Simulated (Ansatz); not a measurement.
`S[SiH](S)Cl` + H₂ → `S[SiH2]Cl` + H₂S at 298.15 K and 1 bar (hydrogenolysis of the Si–S bond).

Program: Ansatz. Geometries: PBE0-D4/def2-TZVP. ΔE: electronic, gas phase. CCSD(T)/CBS is the MP2 limit (def2-TZVPP, def2-QZVPP) plus CCSD(T) − MP2 in def2-TZVPP, frozen cores. This one scheme is used for every species. Each species was taken in one conformer, which may not be the lowest.

```json
{"species": "`S[SiH](S)Cl`", "CCSD(T)/CBS energy (Eh)": "-1546.32280", "H − E (kJ/mol)": "99.5", "S (J/(mol·K))": "348.7"}
{"species": "H₂", "CCSD(T)/CBS energy (Eh)": "-1.17544", "H − E (kJ/mol)": "35.1", "S (J/(mol·K))": "130.4"}
{"species": "`S[SiH2]Cl`", "CCSD(T)/CBS energy (Eh)": "-1148.50980", "H − E (kJ/mol)": "90.1", "S (J/(mol·K))": "304.5"}
{"species": "H₂S", "CCSD(T)/CBS energy (Eh)": "-398.97279", "H − E (kJ/mol)": "49.9", "S (J/(mol·K))": "205.7"}
```

H − E and S are ideal-gas, rigid-rotor, harmonic terms from PBE0-D4/def2-TZVP, for one conformer and one mirror image of each species. The MP2-based limit puts H₂ 0.8 mEh under its directly extrapolated value; such offsets cancel only in part. 1 Eh = 2625.50 kJ/mol, R = 8.31446 J/(mol·K).

Question: By hand: ΔE, ΔH, ΔS and ΔG.

Answer: ΔE = (-1148.50980) + (-398.97279) − (-1546.32280) − (-1.17544) = 0.01565 Eh = 41.1 kJ/mol. Δ(H − E) = 90.1 + 49.9 − 99.5 − 35.1 = 5.4, so ΔH = 46.5 kJ/mol. ΔS = 304.5 + 205.7 − 348.7 − 130.4 = 31.1 J/(mol·K). ΔG = 46.5 − 298.15 × (31.1)/1000 = 37.2 kJ/mol.

Question: By hand: the equilibrium constant, and the temperature at which ΔG would vanish if ΔH and ΔS stayed fixed.

Answer: log₁₀ K = −ΔG/(RT ln 10) = -6.5. ΔG = 0 at ΔH/ΔS = 1495 K.

ΔH outweighs TΔS. A doubt of 5 kJ/mol in ΔE shifts log₁₀ K by 0.9 here. Other conformers and mirror images would add mixing entropy, several J/(mol·K) or more a flexible species. These are equilibria of isolated gas molecules and say nothing of rates. Largest T1 diagnostic: 0.011 (customary marks: 0.02 for closed shells, 0.045 for open ones).
